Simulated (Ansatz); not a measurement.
`C=CN([SiH3])[SiH2]Cl` + `C=CNC` → `C=CN(C)[SiH2]Cl` + `C=CN[SiH3]`  (ligand exchange at the Si–N bond)

Program: Ansatz. Geometries: PBE0-D4/def2-TZVP. ΔE: electronic, gas phase. CBS: MP2 limit from def2 TZ/QZ plus the TZ coupled-cluster correction, frozen cores. This one scheme is used for every species. Functionals use def2-TZVPP. B3LYP here is the variant with VWN-RPA as its local correlation; programs differ in this. Each species was taken in one conformer, which may not be the lowest.

Problem. Is it downhill or uphill in electronic energy at CCSD(T)/CBS, and by how much? (Best estimate.)

Solution. The calculation gave: Downhill: ΔE = -4.4 kcal/mol.

Problem. What do these levels give: B3LYP-D4, ωB97X-V, HF/def2-TZVPP, SCS-MP2/def2-TZVPP, CCSD(T)/def2-TZVPP, HF/CBS(def2)? (An estimate is asked.)

Solution. Computed: B3LYP-D4 -4.7, ωB97X-V -4.3, HF/def2-TZVPP -5.7, SCS-MP2/def2-TZVPP -4.8, CCSD(T)/def2-TZVPP -4.5, HF/CBS(def2) -5.7 kcal/mol.

Largest T1 diagnostic among the species: 0.012.

The D4 term adds +1.2 kcal/mol with B3LYP and +0.6 kcal/mol with PBE0; it sums over pairs of atoms, weighted by their polarisabilities, and B3LYP, whose exchange is more repulsive, gets the larger term. In def2-TZVPP, CCSD(T) changes the Hartree–Fock value by +1.2 kcal/mol (the triples alone add +0.2 kcal/mol) and MP2 by +0.9 kcal/mol.
